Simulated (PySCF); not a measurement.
PySCF 2.14 output of a UHF calculation on a single atom or ion in cc-pV(T+d)Z, with the non-relativistic Hamiltonian (point nucleus):

```
SCF conv_tol = 1e-09
number electrons alpha = 9  beta = 7
cycle= 1 E= -459.051897621874  delta_E= -0.0063  |g|= 0.035  |ddm|= 0.0633
cycle= 2 E= -459.052741220569  delta_E= -0.000844  |g|= 0.0137  |ddm|= 0.027
cycle= 3 E= -459.05289916929  delta_E= -0.000158  |g|= 0.000935  |ddm|= 0.0213
cycle= 4 E= -459.052900138211  delta_E= -9.69e-07  |g|= 0.000231  |ddm|= 0.00337
cycle= 5 E= -459.052900198097  delta_E= -5.99e-08  |g|= 3.35e-05  |ddm|= 0.000932
cycle= 6 E= -459.052900199065  delta_E= -9.68e-10  |g|= 8.11e-06  |ddm|= 0.000116
converged SCF energy = -459.052900199065  <S^2> = 2.0108689  2S+1 = 3.0072372
```

The run itself started from symmetry-adapted Hartree-Fock orbitals and held the occupation by maximum overlap, so the iterations belong to that start.

Question: Which element, charge and spin multiplicity is this?

Answer: Cl⁺ (chlorine, charge +1), multiplicity 3; the state was [Ne] 3s2 3p4, high-spin 3P determinant.
